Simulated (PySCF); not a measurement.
Mapped SMILES: `[N:1]#[C:2][c:3]1[n:4][cH:5][c:6]([CH:7]2[CH2:8][CH2:9]2)[n:10][n:11]1` (H(Xn): hydrogen on atom n). Ha(C8), Ha(C9) are cis to C6 on the ring; Hb(C8), Hb(C9) are trans to C6 on the ring.

PySCF 2.14.0 with density-fitted response routines calculation with GIAO PBE0/pcSseg-1 shieldings and coordinates at the GFN2-xTB level; non-relativistic Hamiltonian, equivalent nuclei averaged, no solvent model, one computed conformer.

Scale: TMS for 13C (σref 186.93) and 1H (σref 31.72); 15N (σref 267.73) against NH3 (reference shieldings calculated alike).

```
        atoms  nucleus  count  Hirshfeld charge  δ (ppm)
        H(C5)       1H      1              0.07     8.65
           C6      13C      1              0.08    171.4
          N10      15N      1             -0.06    468.3
           C5      13C      1              0.04    151.3
Ha(C8)/Ha(C9)       1H      2              0.05     1.75
           N4      15N      1             -0.13    342.9
        C8/C9      13C      2             -0.07     19.8
Hb(C8)/Hb(C9)       1H      2              0.06     1.49
           C2      13C      1              0.08        ?
        H(C7)       1H      1              0.06        ?
           N1      15N      1             -0.18    319.0
          N11      15N      1             -0.09        ?
           C7      13C      1             -0.05        ?
           C3      13C      1              0.12    150.3
```

Question: Estimate the values marked ?.

Answer: 
- C2: 121.2 ppm, nitrile carbon; typical of a nitrile
- C7: 17.9 ppm, three-membered-ring carbon; carbons of three-membered rings are unusually shielded
- H(C7): 1.91 ppm, hydrogen on a three-membered-ring carbon
- N11: 454.4 ppm, pyridine-type ring nitrogen

Shifts are as computed. Against solution values, carbons near 30 ppm lie about +3 ppm off and those near 130 ppm about +5 ppm. Of 1211 compounds with measured shifts, 218 miss one by over three times the rms of a fit or turn the order of signals round; such compounds aren't used in these exercises. Experimental scales use liquid or dissolved standards, which lie at an offset from isolated NH3 (liquid NH3: subtract about 20 ppm). Unscaled 15N shifts of sp2 nitrogen come out 20 to 40 ppm too high even then.
